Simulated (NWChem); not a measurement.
Molecule: C3H8As, doublet; SMILES [AsH2][C](C)C

```xyz
12

C     -0.0394     1.6446     1.2807
C      0.1204     0.8979     0.0000
C     -0.0394     1.6446    -1.2807
As    -0.0501    -1.0222     0.0000
H     -1.0866     1.9717     1.4454
H      0.5712     2.5655     1.2732
H      0.2571     1.0538     2.1609
H      0.5712     2.5655    -1.2732
H     -1.0866     1.9717    -1.4454
H      0.2571     1.0538    -2.1609
H      0.9608    -1.2859    -1.1137
H      0.9608    -1.2859     1.1137
```
Atoms are numbered in this order, from 1.

Results from NWChem. Spin-unrestricted. In the optimisation the excess spin sits in a' (Cs, its own frame). All runs use the structure optimised with PBE0/def2-SVP, spin-unrestricted. No stability test was run on the SCF state.

Order these by “lowest empty minus highest occupied level, either spin (eV)”, lowest first: UHF/pcseg-1; UHF/aug-pcseg-1; UHF/STO-3G; UHF/pcseg-2.

UHF/aug-pcseg-1 (8.96), UHF/pcseg-2 (10.66), UHF/pcseg-1 (11.29), UHF/STO-3G (14.54)
